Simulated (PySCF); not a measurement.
# Dipole moment and polarisability of `CC[N]([SiH3])[GeH3]`

Species: C2H11GeNSi.
Structure used (PBE0-D3(BJ)/def2-SVP), in Å, numbered top down from 1:
```
atom  x, y, z in Å
C1     1.872    0.716   -0.020
C2     0.576    0.774    0.775
N3    -0.632    0.595   -0.027
Si4   -1.402    2.007   -0.688
Ge5   -1.094   -1.132   -0.486
H6     1.995   -0.262   -0.511
H7     2.744    0.877    0.633
H8     1.887    1.487   -0.806
H9     0.599    0.011    1.575
H10    0.512    1.745    1.301
H11   -1.655    3.002    0.403
H12   -0.587    2.715   -1.733
H13   -2.688    1.583   -1.316
H14   -2.551   -1.114   -0.970
H15   -0.189   -1.711   -1.597
H16   -0.925   -1.990    0.784
```

Level: PBE0/def2-SVPD (PySCF), static field, nuclei fixed, core orbitals frozen in the response. The polarisability tensor in these axes (au):

```
x   93.62 -0.13  5.09
y   -0.13 97.96 -0.02
z    5.09 -0.02 83.53
```

Diagonalise the tensor; give its mean and Δα, where Δα² is half the sum of the squared differences of the eigenvalues.

Principal values 81.41, 95.74 and 97.97 au; mean 91.70 au = 13.59 Å³ = 15.12 × 10⁻⁴⁰ C²·m²/J; Δα = 15.56 au (17 % of the mean).

What is the dipole moment, and where does it point?

(0.66, -0.46, 0.38) D, 0.89 D in size, pointing from the negative to the positive side. Measured along this direction, the outermost atoms are H13 at the negative end and H7 at the positive end.

Give the eigenvalues of the traceless quadrupole moment Θ = ½Σq(3rr − r²1), origin at the centre of nuclear charge.

-1.89, -1.45, 3.34 D·Å. The values depend on the origin, since the dipole doesn't vanish. The electronic extent ⟨r²⟩ about the same centre is 1055 bohr², a root-mean-square distance of 1.97 Å for the 76 electrons.

Give the principal axes and the span of the nuclei along them.

Largest value along (-0.05, 1.00, -0.02), where the nuclei span 5.03 Å; middle along (0.92, 0.06, 0.38), 5.71 Å; least along (-0.38, 0.00, 0.92), 2.70 Å. The strongest response doesn't lie along the longest of the three spans.

Refractivity n − 1 of an ideal gas of it at 400 K and 1 atm, from the electronic α?

N = p/kT = 1.8347 × 10¹⁹ cm⁻³, so n − 1 = 2π × N × 13.59 × 10⁻²⁴ cm³ = 1567 × 10⁻⁶ at long wavelengths, for an ideal gas.

The structure is a single PBE0-D3(BJ)/def2-SVP conformer in the gas phase; no vibrational or solvent corrections. The calculation is non-relativistic, for germanium too.
